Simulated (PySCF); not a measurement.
W(OH)(H)5 (H6OW), SMILES [OH][WH5], multiplicity 1.

Geometry: PBE-D3(BJ)/def2-TZVP. The multiplicity is an assumed one; no other spin state was optimised. The structure was generated by enumeration; whether it is a known compound was not checked. The def2 effective core potentials stand for the cores of W; spin–orbit coupling is left out.

The numbers are results of PBE-D3(BJ)/def2-TZVP (PySCF 2.14.0), not measurements.

Frequencies are harmonic and unscaled.

Computed normal modes with their intensities:
```tsv
mode	ν (cm⁻¹)	IR (km/mol)	moving atoms (share of kinetic energy)
1	257	1.8	H 100 %
2	352	23.0	H 97 %
3	439	88.2	H 95 %
4	530	63.8	H 79 %, O 20 %
5	644	62.0	O 52 %, H 46 %
6	700	100.4	H 76 %, O 23 %
7	761	28.6	H 72 %, O 23 %
8	849	18.9	H 92 %
9	881	19.3	H 100 %
10	1010	24.9	H 100 %
11	1015	59.8	H 100 %
12	1061	83.8	H 99 %
13	1935	155.9	H 99 %
14	1939	70.8	H 100 %
15	1978	104.4	H 99 %
16	2072	25.0	H 100 %
17	2082	14.0	H 99 %
18	3735	134.7	H 94 %
```
